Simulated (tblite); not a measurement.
Compound: C2H8N2Si2.
Structure used (GFN2-xTB), in Å, numbered top down from 1:
```
atom  x, y, z in Å
N1     1.541   -1.478    0.493
Si2    1.356   -0.167   -0.602
N3     1.330    1.532   -0.045
C4     0.120    1.705   -0.425
C5    -0.458    0.431   -0.917
Si6   -1.844   -0.238    0.182
H7     2.441   -1.921    0.557
H8     1.127   -1.400    1.408
H9     2.188   -0.394   -1.771
H10   -0.377    2.666   -0.364
H11   -0.811    0.490   -1.947
H12   -1.429   -0.215    1.588
H13   -3.039    0.601    0.034
H14   -2.147   -1.612   -0.218
```

Computed with GFN2-xTB (tblite): harmonic, unscaled wavenumbers at the GFN2-xTB geometry, gas phase. Errors from tens to a few hundred cm⁻¹ against measured bands are possible. Modes of hydrogen on silicon can be 10 to 20 % off. One conformer, not necessarily the lowest.

Harmonic wavenumbers (cm⁻¹): 90.1, 111.3, 117.7, 132.3, 208.5, 218.8, 383.2, 475.8, 505.5, 513.5, 530.2, 582.6, 623.6, 655.0, 743.3, 776.2, 790.0, 802.4, 823.4, 835.0, 902.0, 945.6, 1025.8, 1047.7, 1134.6, 1233.8, 1510.2, 1590.1, 2223.6, 2238.9, 2268.6, 2349.6, 2939.3, 3014.8, 3481.0, 3522.3.

A = 3350, B = 1941, C = 1410 MHz; mass 116.023 u (most abundant isotopes); point group C1, symmetry number 1.

Task: What is the zero-point energy?

Result: ½Σν̃ = 20673 cm⁻¹ = 247.30 kJ/mol.

Task: Entropy at 400 K, 1 bar (ideal gas, RRHO, classical rotation)?

Result: Translation 174.25, rotation 120.61, vibration 136.69: S = 431.6 J/(mol K).

Task: And Cp and H(400 K) − H(0)?

Result: Cp = 177.48 J/(mol K), of which vibrations give 144.22 (their classical limit is 36 R = 299.3); H(400 K) − H(0) = 42.92 kJ/mol without the zero-point energy, 29.62 from vibrations.

Task: How do the functions run with temperature in this model?

Result: 
```tsv
T (K)	S (J/(mol K))	Cp (J/(mol K))	H − H(0) (kJ/mol)	G − H(0) (kJ/mol)	ln q(vib)
150	305.4	88.6	8.92	-36.89	2.03
250	359.9	128.2	19.76	-70.21	4.19
298.15	384.0	146.1	26.37	-88.12	5.26
600	512.1	219.1	82.93	-224.32	11.88
900	608.7	256.5	154.76	-393.03	17.82
```

q(vib) and H(0) count from the zero-point level.

Task: What must be added to the electronic energy to get the Gibbs energy at 400 K and 1 bar?

Result: ZPE + [H(400 K) − H(0)] − T·S = 247.30 + 42.92 − 172.62 = 117.60 kJ/mol.

Task: Blend soft modes into free rotors: weight 1/[1 + (100 cm⁻¹/ν̃)⁴] for the oscillator and the rest for a rotor with moment μB/(μ + B), μ = h/(8π²ν), B = 10⁻⁴⁴ kg m². What vibrational entropy results?

Result: 131.21 J/(mol K) in place of 136.69, which changes −T·S at 400 K by +2.19 kJ/mol.

Task: Which modes carry the vibrational entropy at 400 K?

Result: 90.1 cm⁻¹: 17.72; 111.3 cm⁻¹: 15.98; 117.7 cm⁻¹: 15.52; 132.3 cm⁻¹: 14.57; 208.5 cm⁻¹: 10.90; 218.8 cm⁻¹: 10.52 J/(mol K); the other 30 give 51.48 together.

Hindered rotation and anharmonicity are outside this model. Other conformers, if any are populated, would add a mixing term that is left out. The structure is chiral; the term R ln 2 for an equal mix with its mirror image is left out.
